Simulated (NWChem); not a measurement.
Molecule: CCl$_{2}$FNOSi; SMILES C(=O)=N[Si](Cl)(F)Cl

```xyz
7

O     -0.0019     3.5985     0.1951
C     -0.0016     2.4492     0.0268
N     -0.0014     1.2624    -0.1551
Si     0.0000    -0.4167    -0.2812
F     -0.0005    -0.8138    -1.8335
Cl    -1.6667    -1.1961     0.5734
Cl     1.6689    -1.1933     0.5717
```
Atoms are numbered in this order, from 1.

Results from NWChem. Pople sets run with spherical d functions. STO-3G and 3-21G are far too small for this property and stand as cheap habits. Structure relaxed at the PBE0/def2-SVP level. Field at 589 nm.

For level B3LYP/6-31G*:

| Quantity | Result |
|---|---|
| isotropic polarisability (bohr³) | 54.8 |
| anisotropy (bohr³) | 31.8 |

Task: Estimate the same quantities for level B3LYP/STO-3G.

Result: 
| Quantity | Value |
|---|---|
| isotropic polarisability (bohr³) | 30.5 |
| anisotropy (bohr³) | 27.2 |
